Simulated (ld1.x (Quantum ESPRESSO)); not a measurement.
## Transferability test, TM potential for Tl

Tl (Z = 81), norm-conserving Troullier–Martins (Kleinman–Bylander form), made with ld1.x (Quantum ESPRESSO) 7.5 (BLYP, fully relativistic). Core [Xe] 4f14 5d10, reference 6s1.5 6p1.5. Waves: 6s (bound): rc 2.15 bohr; 6p (bound): rc 2.90 bohr. Local part: all-electron potential smoothed inside 2.45 bohr (lloc = -1). Core correction: a·sin(br)/r model core, default radius (core density twice the valence density).

Open shells are filled in proportion to 2j + 1 (rel_dist='average').

Energies are relative to the spin-unpolarised reference configuration 6s1.5 6p1.5; without spin polarisation the order of configurations can differ from experiment.

```csv
valence configuration,charge,ΔE all-electron (eV),error AE − PS (meV)
6s2 6p1,0,-3.572,-8.6
6s2 6p0,+1,1.721,-6.5
6s2 6p0.5,+0.5,-1.672,-2.3
6s2 6p1.3,-0.3,-4.082,-13
6s1 6p1,+1,9.809,-52
```

(1) What are ΔE and the potential's error for 6s0 6p3?

(2) What are ΔE and the potential's error for 6s1 6p0?

Levels in the configuration 6s0 6p3:

```
   level  all-electron (eV)  pseudo (eV)
6p j=1/2             -4.752       -4.815
6p j=3/2             -3.396       -3.426
```

Answers

(1) ΔE = 11.382 eV all-electron; the error (AE − PS) is -68 meV.

(2) ΔE = 22.539 eV all-electron; the error (AE − PS) is -224 meV.
